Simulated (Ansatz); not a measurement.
```yaml
crystal:
  periodic: [false, false, false]
  atoms:
    - {symbol: C, position_ang: [-0.975854, 0.871488, 0.917506]}
    - {symbol: C, position_ang: [0.188563, -0.210399, 0.793723]}
    - {symbol: C, position_ang: [-0.323138, -1.561030, 0.118731]}
    - {symbol: O, position_ang: [1.363669, 0.339820, 0.077668]}
    - {symbol: Ga, position_ang: [1.411959, 0.937240, -1.697655]}
    - {symbol: H, position_ang: [-0.576038, 1.833592, 1.396236]}
    - {symbol: H, position_ang: [-1.402232, 1.127572, -0.118980]}
    - {symbol: H, position_ang: [-1.838300, 0.478148, 1.564448]}
    - {symbol: H, position_ang: [0.561231, -0.459326, 1.856535]}
    - {symbol: H, position_ang: [0.536911, -2.314603, 0.034385]}
    - {symbol: H, position_ang: [-0.735282, -1.355778, -0.934697]}
    - {symbol: H, position_ang: [-1.162994, -2.039931, 0.737082]}
    - {symbol: H, position_ang: [0.055289, 0.879759, -2.621884]}
    - {symbol: H, position_ang: [2.896207, 1.473459, -2.123098]}
basis:
  gaussian: {orbitals: ANO-RCC-VTZP, fitting: {mean_field: cc-pVTZ-jkfit}}
hamiltonian: {xc: {name: wPBEh}}
output: {forces: true}
```

```sh
$ ansatz run in.yaml --threads 4 --pin off --events-out ev --progress --plain --max-ram 11315MiB
```

It prints (some lines left out):

```
Functional definition: wPBEh
793 factors; integrals over basis functions are off by at most 4.5e-1 eV
793 factors; integrals over basis functions are off by at most 1.4e-6 eV
mean field evaluation 1: about -58181.6145 eV, gradient 7.3e1 eV
mean field evaluation 2: about -58116.3680 eV, gradient 1.7e2 eV
mean field evaluation 4: about -58192.5835 eV, gradient 8.9e0 eV
mean field evaluation 8: about -58192.7602 eV, gradient 2.7e-1 eV
mean field evaluation 16: about -58192.7671 eV, gradient 6.2e-5 eV
mean field -58192.76710098 eV, -2138.5447464869 hartree, gradient 6.2e-5 eV, S^2 0.000000; 0 other end points of the search recorded, 0 dependent functions left out
reference -58192.76718399 eV, -2138.5447495374 hartree; 33, 33 occupied and 256, 256 virtual orbitals, 793 factors
Total energy: -58192.76718399 eV, -2138.5447495374 hartree
Relativity: scalar
Atom 0 at    -0.975854     0.871488     0.917506 Å, force     0.120080    -0.052847    -0.101764 eV/Å
Atom 1 at     0.188563    -0.210399     0.793723 Å, force     0.031337     0.075181    -0.203224 eV/Å
Atom 2 at    -0.323138    -1.561030     0.118731 Å, force     0.066332     0.148646    -0.037026 eV/Å
Atom 3 at     1.363669     0.339820     0.077668 Å, force    -1.498384    -0.264614    -0.414440 eV/Å
Atom 4 at     1.411959     0.937240    -1.697655 Å, force    -0.090195    -0.250275     0.688247 eV/Å
Atom 5 at    -0.576038     1.833592     1.396236 Å, force    -0.526956    -1.401412    -0.688971 eV/Å
Atom 6 at    -1.402232     1.127572    -0.118980 Å, force     0.632647    -0.383638     1.451985 eV/Å
Atom 7 at    -1.838300     0.478148     1.564448 Å, force     1.250892     0.502537    -0.906230 eV/Å
Atom 8 at     0.561231    -0.459326     1.856535 Å, force    -0.435886     0.409369    -1.603643 eV/Å
Atom 9 at     0.536911    -2.314603     0.034385 Å, force    -1.202869     1.118357     0.137968 eV/Å
Atom 10 at    -0.735282    -1.355778    -0.934697 Å, force     0.596800    -0.254764     1.494608 eV/Å
Atom 11 at    -1.162994    -2.039931     0.737082 Å, force     1.192090     0.724374    -0.832461 eV/Å
Atom 12 at     0.055289     0.879759    -2.621884 Å, force     0.938122     0.032885     0.659181 eV/Å
Atom 13 at     2.896207     1.473459    -2.123098 Å, force    -1.074011    -0.403799     0.355769 eV/Å
Dipole moment:    -0.228346    -0.014704    -0.141038 e Å
```

It took 26 s on 4 threads of an Intel Xeon on a shared host, with 1.3 GiB of host memory at the peak.
